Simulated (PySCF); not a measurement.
Input file for PySCF: R-B3LYP/6-31G* on CH3BF2 (SMILES CB(F)F), a point of a torsion scan.

```python
from pyscf import gto, scf, dft, mp
from pyscf.data.elements import chemcore

mol = gto.M(
    atom='''
    C    -0.70796952   -0.06500843    0.00065589
    B     0.85161295    0.10874023   -0.05973671
    F     1.61595295    0.18321844    1.01146909
    F     1.52363902    0.17862762   -1.19175737
    H    -1.11400377    0.22671947    0.96410969
    H    -0.97342850   -1.10861122   -0.16211477
    H    -1.20378409    0.50651864   -0.77914730
    ''',
    basis='6-31g*',
    cart=True,
    charge=0, spin=0, verbose=3, max_memory=1800)
mf = dft.RKS(mol, xc='b3lyp')
mf.conv_tol = 1e-8
mf.max_cycle = 100
mf.kernel()
if not mf.converged:
    mf = mf.newton().run(mf.mo_coeff, mf.mo_occ)
```

It printed:

```
converged SCF energy = -264.578904624505
```

Self-consistency was reached.

Cost: about 5 core-seconds (a rough figure).
